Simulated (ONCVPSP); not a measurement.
## Logarithmic derivatives: molybdenum, ONCV

| Item | Value |
| --- | --- |
| Element | Mo |
| Generator | ONCVPSP 4.0.1 |
| Type | optimised norm-conserving Vanderbilt (ONCV) |
| Functional | PBE |
| Relativity | scalar-relativistic |
| Frozen core | [Ar] 3d10 |
| Valence charge | 14 |
| Reference configuration | 4s2 4p6 4d6 |
| Partial waves | 4s: rc 1.60 bohr, ncon 3, nbas 6, qcut 8.2 1/bohr, local; 4p: rc 1.60 bohr, ncon 5, nbas 9, qcut 7.6 1/bohr, 1 projector; 4d: rc 2.65 bohr, ncon 5, nbas 10, qcut 6.1 1/bohr, 2 projectors, debl 1 Ha |
| Local potential | the s channel |
| Core correction | Teter function, fcfact 2.75, rcfact 1.35 |

The phase is arctan(r·R′/R) of the radial function R(r), unwrapped; energies in Ha, scanned from -4 to 5 Ha. A pole is an energy at which the radial function vanishes at the test radius. The pseudo phase is shifted by a multiple of π to meet the all-electron one at the reference energy, and phase errors are pseudo minus all-electron; the curves can meet again beyond the range given. Levels narrower than the energy grid can be missing from the lists of poles.

Problem. For each channel, where are the poles, and over which energies does the pseudopotential scatter like the atom?

Solution.

```csv
channel,radius (bohr),reference energy (Ha),"poles, all-electron","poles, pseudo",unbroken range about the reference energy with phases within 0.05 rad,phase error 1 Ha above the reference energy (rad)
s,1.62,-2.29,-1.51,-1.53,below 0.2,-0.007
p,1.62,-1.34,-0.26,-0.30,below 1.0,-0.008
d,2.69,-0.08,"0.16, 2.92","0.16, 2.91",the whole range,+0.000
```

Phases in the d channel:

| E (Ha) | all-electron | pseudo |
| --- | --- | --- |
| -3.98 | 1.420 | 1.420 |
| -3.50 | 1.408 | 1.408 |
| -3.02 | 1.393 | 1.393 |
| -2.54 | 1.374 | 1.374 |
| -2.06 | 1.347 | 1.347 |
| -1.58 | 1.306 | 1.305 |
| -1.10 | 1.229 | 1.229 |
| -0.62 | 1.011 | 1.011 |
| -0.14 | -0.917 | -0.917 |
| 0.34 | -1.715 | -1.715 |
| 0.82 | -2.179 | -2.179 |
| 1.30 | -3.865 | -3.866 |
| 1.78 | -4.452 | -4.453 |
| 2.26 | -4.606 | -4.608 |
| 2.74 | -4.687 | -4.689 |
| 3.22 | -4.751 | -4.754 |
| 3.70 | -4.824 | -4.829 |
| 4.18 | -4.958 | -4.970 |
| 4.66 | -5.588 | -5.626 |
